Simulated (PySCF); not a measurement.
Sn(H)3(OH) (H4OSn), SMILES [OH][SnH3]. Atoms are numbered in the order given.

```xyz
6

Sn    -0.0018     0.2711     0.0000
O      0.1100    -1.7112     0.0000
H     -0.8366     0.7687     1.4116
H      1.6348     0.7403     0.0000
H     -0.8366     0.7687    -1.4116
H     -0.7499    -2.1431     0.0000
```
Charge 0, spin multiplicity 1.

Coordinates come from a B3LYP-D3(BJ)/def2-TZVP optimisation. The def2 effective core potentials stand for the cores of Sn; spin–orbit coupling is left out.

Level of theory: B3LYP-D3(BJ)/def2-TZVP run with PySCF 2.14.0.

Frequencies are harmonic and unscaled.

```json
[
 {"mode": "1", "ν (cm⁻¹)": "130", "IR (km/mol)": "96.0", "Raman (Å⁴/amu)": "1.2", "depolarisation": "0.75", "moving atoms (share of kinetic energy)": "H 93 %"},
 {"mode": "2", "ν (cm⁻¹)": "491", "IR (km/mol)": "43.4", "Raman (Å⁴/amu)": "13.5", "depolarisation": "0.73", "moving atoms (share of kinetic energy)": "H 94 %"},
 {"mode": "3", "ν (cm⁻¹)": "498", "IR (km/mol)": "47.9", "Raman (Å⁴/amu)": "17.7", "depolarisation": "0.75", "moving atoms (share of kinetic energy)": "H 91 %"},
 {"mode": "4", "ν (cm⁻¹)": "597", "IR (km/mol)": "119.6", "Raman (Å⁴/amu)": "9.0", "depolarisation": "0.20", "moving atoms (share of kinetic energy)": "O 82 %, Sn 14 %"},
 {"mode": "5", "ν (cm⁻¹)": "697", "IR (km/mol)": "95.4", "Raman (Å⁴/amu)": "18.7", "depolarisation": "0.70", "moving atoms (share of kinetic energy)": "H 97 %"},
 {"mode": "6", "ν (cm⁻¹)": "699", "IR (km/mol)": "76.3", "Raman (Å⁴/amu)": "25.5", "depolarisation": "0.75", "moving atoms (share of kinetic energy)": "H 99 %"},
 {"mode": "7", "ν (cm⁻¹)": "714", "IR (km/mol)": "95.0", "Raman (Å⁴/amu)": "21.0", "depolarisation": "0.70", "moving atoms (share of kinetic energy)": "H 97 %"},
 {"mode": "8", "ν (cm⁻¹)": "858", "IR (km/mol)": "75.6", "Raman (Å⁴/amu)": "1.3", "depolarisation": "0.44", "moving atoms (share of kinetic energy)": "H 92 %"},
 {"mode": "9", "ν (cm⁻¹)": "1914", "IR (km/mol)": "207.2", "Raman (Å⁴/amu)": "105.5", "depolarisation": "0.75", "moving atoms (share of kinetic energy)": "H 99 %"},
 {"mode": "10", "ν (cm⁻¹)": "1915", "IR (km/mol)": "87.7", "Raman (Å⁴/amu)": "310.6", "depolarisation": "0.07", "moving atoms (share of kinetic energy)": "H 100 %"},
 {"mode": "11", "ν (cm⁻¹)": "1963", "IR (km/mol)": "128.5", "Raman (Å⁴/amu)": "165.7", "depolarisation": "0.26", "moving atoms (share of kinetic energy)": "H 99 %"},
 {"mode": "12", "ν (cm⁻¹)": "3835", "IR (km/mol)": "50.0", "Raman (Å⁴/amu)": "104.2", "depolarisation": "0.23", "moving atoms (share of kinetic energy)": "H 94 %"}
]
```
